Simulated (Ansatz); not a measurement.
Be3. Charge 0, multiplicity 3. Geometry r2SCAN/def2-TZVP; atoms count from 1.

```xyz
3

Be   -1.037    0.067   -0.522
Be    0.461   -1.077    0.493
Be    0.576    1.010    0.029
```

The charge 0 triplet is spin-contaminated (final ⟨S²⟩ up to 2.32, 2.00 for a pure state). The geometry of the triplet was relaxed on an unsound state (⟨S²⟩ 2.44, where a pure state has 2.00). At PBE0/def2-TZVP a broken-symmetry singlet of charge 0 lies 0.32 eV below the triplet, each at its own geometry. The structure comes from a short search, and lower isomers may exist.

**Question.** Estimate the Mulliken populations from the PBE0/def2-TZVP orbitals of Ansatz.

**Answer.** 
| atom | charge (e) | spin (α − β) |
| --- | --- | --- |
| Be1 | 0.00 | 0.97 |
| Be2 | 0.00 | 0.05 |
| Be3 | 0.00 | 0.97 |
Mulliken values and Mayer orders depend strongly on the basis.

**Question.** Where does the spin sit?

**Answer.** Summed by element: Be 2.00, of 2 unpaired in all. Largest on single atoms: Be1 0.97, Be3 0.97, Be2 0.05.

**Question.** And the Mayer bond orders between bonded heavy atoms (over 0.3)?

**Answer.** Be1–Be2 0.91 (2.14 Å); Be1–Be3 1.25 (1.95 Å); Be2–Be3 0.91 (2.14 Å).
